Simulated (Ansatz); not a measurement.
Gas-phase reaction in SMILES: C[Si](C)(O)O [dihydroxy(dimethyl)silane] → C[Si](C)O + [OH] (HO) (the O-Si bond at the site shown breaks; other sites are not compared here)
Structures are relaxed separately at B3LYP-D3(BJ)/def2-TZVP in Ansatz (a program for electronic structure), one conformer each, not searched for the lowest.

Wanted: bond dissociation energy (electronic energy difference), in eV. Valence correlation only, unless marked. Open shells are spin-unrestricted. Spin-orbit coupling is left out. Non-relativistic. CBS(X,Y): correlation extrapolated as X^-3; Hartree-Fock from the larger set.

Level to compare with: CCSD(T)/CBS(cc-pV(T+d)Z,cc-pV(Q+d)Z) (Ansatz), 6.01 eV. It is a level with limits of its own, and the differences hold the functionals' basis error too.

Problem. Rank these functionals by how close they come to CCSD(T)/CBS(cc-pV(T+d)Z,cc-pV(Q+d)Z), closest first: HSE06/def2-TZVPD (Ansatz); BLYP/def2-TZVPD (Ansatz); wB97M-V/def2-TZVPD (Ansatz).

Solution. wB97M-V/def2-TZVPD (range-separated hybrid meta-GGA with VV10, 5.94 eV, difference -0.07), HSE06/def2-TZVPD (screened hybrid, 5.62 eV, difference -0.39), BLYP/def2-TZVPD (GGA, 5.47 eV, difference -0.54)
